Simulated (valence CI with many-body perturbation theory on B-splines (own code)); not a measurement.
**Hyperfine factors and g values of Tm³⁰⁺**

Computed by relativistic CI+MBPT: three valence electrons over a frozen Dirac-Fock core [Kr], radial functions for each j: 9 s, 9 p, 10 d, 8 f, 5 g, 3 h, 1 i, with the one-electron correlation potential Σ1, the two-electron term Σ2, the three-electron term Σ3, Breit, model QED; selected CI, second order for the rest (own B-spline code, finite nucleus).

No measured spectrum was set against this ion. As an estimate, large intervals hold to a few tenths of a per cent, small ones and those within an open d or f shell to about a per cent. Only levels of the ground parity were solved; by the run's estimate the other parity begins above the list, which can be wrong where configurations are misplaced.

A/g_I is the dipole constant over the nuclear g factor μ/I (μ in nuclear magnetons, uniformly magnetised nucleus), B/Q the quadrupole constant per barn. Both hold the static response of the core; the bare values leave it out. Large factors of s and p1/2 electrons are usually good to 5 to 10 %; those of open d and f shells near neutrality can be off by tens of per cent, and small factors of p3/2, d and f electrons come from cancelling terms and can be off by a factor of two or in sign, in half-filled shells by more. B is blank for J = 1/2, where it vanishes, and for nearly pure S terms. Energies count from the lowest level.

Levels are named by their leading jj configuration (3d3/2^4 stands for four electrons in 3d with j = 3/2), which in mixed levels can hold well under half, so a name can repeat and another be missing. Letters in brackets count levels of one name in rising energy.

| Level | E (cm⁻¹) | g | A/g_I (MHz) | A/g_I bare | B/Q (MHz/b) | B/Q bare |
| --- | --- | --- | --- | --- | --- | --- |
| (4d3/2^3) J=3/2 | 0 | 0.652 | 19800 | 18900 | -10700 | -10300 |
| (4d3/2^2 4d5/2) J=5/2 [a] | 76719 | 1.049 | 10900 | 10800 | -5870 | -5670 |
| (4d3/2^2 4d5/2) J=3/2 | 95468 | 1.235 | 8440 | 8660 | -3570 | -3430 |
| (4d3/2^2 4d5/2) J=7/2 | 102570 | 1.075 | 11400 | 11400 | 2710 | 2580 |
| (4d3/2^2 4d5/2) J=9/2 | 106790 | 1.067 | 12100 | 12000 | 12300 | 11800 |
| (4d3/2^2 4d5/2) J=1/2 | 108680 | 1.903 | -9840 | -8240 |  |  |
| (4d3/2^2 4d5/2) J=5/2 [b] | 160380 | 1.370 | 5500 | 5980 | 16600 | 15900 |
| (4d3/2 4d5/2^2) J=7/2 [a] | 180570 | 1.080 | 9390 | 9330 | 605 | 577 |
| (4d3/2 4d5/2^2) J=9/2 | 190990 | 1.138 | 9210 | 9250 | 4660 | 4440 |
| (4d3/2 4d5/2^2) J=3/2 [a] | 203980 | 1.142 | 10200 | 10200 | -12100 | -11600 |
| (4d3/2 4d5/2^2) J=1/2 | 211530 | 1.427 | -3420 | -2730 |  |  |
| (4d3/2 4d5/2^2) J=11/2 | 218290 | 1.088 | 10500 | 10400 | 25800 | 24800 |
| (4d3/2 4d5/2^2) J=5/2 [a] | 221150 | 1.189 | 4580 | 4760 | 17600 | 16900 |
| (4d3/2 4d5/2^2) J=5/2 [b] | 235930 | 1.106 | 10800 | 10800 | -5550 | -5330 |
| (4d3/2 4d5/2^2) J=7/2 [b] | 242540 | 1.106 | 10600 | 10600 | 5470 | 5290 |
| (4d3/2 4d5/2^2) J=3/2 [b] | 284920 | 1.029 | 14500 | 14300 | 11500 | 11100 |
| (4d5/2^3) J=9/2 | 292370 | 1.139 | 7720 | 7780 | 3530 | 3400 |
| (4d5/2^3) J=3/2 | 334890 | 0.992 | 10900 | 10700 | 5840 | 5600 |
| (4d5/2^3) J=5/2 | 360310 | 1.158 | 7680 | 7770 | 3530 | 3390 |

Question: Take the isotope of mass number 169, with I = 1/2, μ = -0.231 μN. What is the hyperfine structure of (4d3/2 4d5/2^2) J=7/2 [a]?

Answer: From the table A = -4340 MHz. Shifts from the centre of gravity in MHz: F = 3: 9760, F = 4: -7600.
